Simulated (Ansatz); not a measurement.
Born–Oppenheimer molecular dynamics of BrClF2GeH2 (7 atoms, charge 0, multiplicity 1). It starts at the highest image of a converged band, a first-order saddle point between two minima.

Method: RKS PBE-D4/def2-SVP in Ansatz 0.2.0.

```
ensemble                      : NVE (velocity Verlet)
time step                     : 0.5 fs
steps asked                   : 200
starting velocities drawn for : 300 K
seed                          : 11778
```

First frame:

```xyz
7
Properties=species:S:1:pos:R:3
Ge -0.252 -0.005 -0.022
Cl 0.080 -0.376 2.397
F 1.472 0.296 -0.060
F -0.679 1.290 -1.116
H -0.534 -1.417 -0.559
Br -2.621 0.396 1.063
H -1.421 -0.065 2.219
```

Task: How far do the bonds stretch over the last three quarters of this one trajectory? (Pairs bonded in most of those frames.)

Result: 
| bond | mean (Å) | spread (Å) | shortest | longest |
| --- | --- | --- | --- | --- |
| Ge1–Cl2 | 2.672 | 0.124 | 2.51 | 2.94 |
| Ge1–F3 | 1.753 | 0.021 | 1.73 | 1.79 |
| Ge1–F4 | 1.746 | 0.005 | 1.74 | 1.75 |
| Ge1–H5 | 1.542 | 0.016 | 1.52 | 1.57 |
| Ge1–Br6 | 2.572 | 0.096 | 2.35 | 2.67 |
| Cl2–H7 | 1.372 | 0.052 | 1.28 | 1.47 |

Mean temperature of the second half: 391 K. The conserved energy stayed within 0.019 meV per atom of its start (net change 0.0091 meV per atom), so the integration is sound. The system heated up, since it started high on the potential surface and ran downhill. A run of 0.1 ps of so small a system gives no equilibrium averages. The orbitals stay closed-shell, which can raise the energy where a bond breaks towards radicals; this wasn't checked here.

Run time: 3.3 min on 4 threads of Arm Neoverse V2, with other jobs on the host, peak memory 0.18 GiB.
